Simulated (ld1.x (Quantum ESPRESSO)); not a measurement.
# lead, ultrasoft: configuration errors across variants

ld1.x (Quantum ESPRESSO) 7.5 input, shortened:

```
&input
   title='Pb', zed=82., rel=1, dft='REVPBE', iswitch=3,
   config='[Xe] 4f14 5d10 6s2 6p2'
 /
 &inputp
   pseudotype=3, tm=.true., lloc=-1, rcloc=2.10,
   nlcc=.true., rcore=0.70
 /
6
6S  1  0   2.00   0.00  1.65  2.15  0.0
6S  1  0   0.00  -0.55  1.65  2.15  0.0
6P  2  1   2.00   0.00  2.00  2.40  0.0
6P  2  1   0.00   2.90  2.00  2.40  0.0
5D  3  2  10.00   0.00  1.10  1.35  0.0
5D  3  2   0.00   0.25  1.10  1.35  0.0
 &test
   configts(1)='5d10 6s2 6p2'
 /
```

All-electron excitation energies from the reference (eV): (1) 5d10 6s2 6p1 6.487; (2) 5d10 6s2 6p0 19.813; (3) 5d10 6s1 6p0 52.078; (4) 5d9 6s2 6p2 27.130; (5) 5d10 6s1 6p3 8.731; (6) 5d10 6s1 6p2 16.024; (7) 5d9 6s2 6p3 19.359.

Errors AE − PS in meV (a dash: test not solved or not reliable):

```csv
change,(1),(2),(3),(4),(5),(6),(7),bound ghosts
base,-3.8,-17,-46,-102,-4.3,-6.5,-124,none
"wave 6s channel at -0.55 Ry: rcut 1.65, rcutus 2.15 bohr becomes 6s channel at -0.76 Ry: rcut 1.65, rcutus 2.15 bohr",-3.8,-17,-46,-99,-4.3,-6.5,-122,none
"wave 6s channel at -0.55 Ry: rcut 1.65, rcutus 2.15 bohr becomes 6s channel at -0.69 Ry: rcut 1.65, rcutus 2.15 bohr",-3.8,-17,-46,-101,-4.3,-6.5,-123,none
"wave 6s channel at -0.55 Ry: rcut 1.65, rcutus 2.15 bohr becomes 6s channel at -0.53 Ry: rcut 1.65, rcutus 2.15 bohr",-3.8,-17,-46,-102,-4.3,-6.5,-124,none
"wave 6s channel at -0.55 Ry: rcut 1.65, rcutus 2.15 bohr becomes 6s channel at -0.26 Ry: rcut 1.65, rcutus 2.15 bohr",-3.8,-17,-46,-103,-4.3,-6.5,-125,none
"wave 6s channel at -0.55 Ry: rcut 1.65, rcutus 2.15 bohr becomes 6s channel at 0.39 Ry: rcut 1.65, rcutus 2.15 bohr",-3.8,-17,-46,-103,-4.3,-6.5,-125,none
"wave 6s channel at -0.55 Ry: rcut 1.65, rcutus 2.15 bohr becomes 6s channel at 1.5 Ry: rcut 1.65, rcutus 2.15 bohr",-3.8,-17,-46,-103,-4.3,-6.5,-125,none
"wave 6s channel at -0.55 Ry: rcut 1.65, rcutus 2.15 bohr becomes 6s channel at 2.73 Ry: rcut 1.65, rcutus 2.15 bohr",-3.8,-17,-46,-102,-4.3,-6.4,-124,none
"wave 6s channel at -0.55 Ry: rcut 1.65, rcutus 2.15 bohr becomes 6s channel at 5.66 Ry: rcut 1.65, rcutus 2.15 bohr",-3.8,-17,-46,-78,-4.2,-6.3,-103,none
```

(1) Give the same row for: wave 6s channel at -0.55 Ry: rcut 1.65, rcutus 2.15 bohr becomes 6s channel at 0.09 Ry: rcut 1.65, rcutus 2.15 bohr.

Results:

(1) -3.8, -17, -46, -103, -4.3, -6.5, -125; bound ghosts: none.
